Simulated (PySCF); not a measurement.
Successive ionisation energies of one element at GMP2 (screened spin-orbit), starting from the ion with 18 electrons. Calculated with PySCF 2.14, two-component X2C-1e (Gaussian nucleus, no Breit or QED terms), each ion in its own even-tempered basis; GMP2 freezes the deep shells of the larger ions and drops the highest virtual spinors; eV.

4306.1, 4410.9, 4525.5, 4632.7, 4951.2, 5071.0, 5303.5, 5415.8, 12094.2, 12384.1, 12700.4, 12997.3

(1) Which element is it?

## Answers

(1) Dysprosium (Dy, Z = 66); the list starts at Dy⁴⁸⁺. The hydrogenic estimate 13.606 eV × (q + 1)²/n² with q = 48 and n = 3 gives 3629.7 eV for the first entry, a lower bound because the other electrons screen the nucleus only in part.
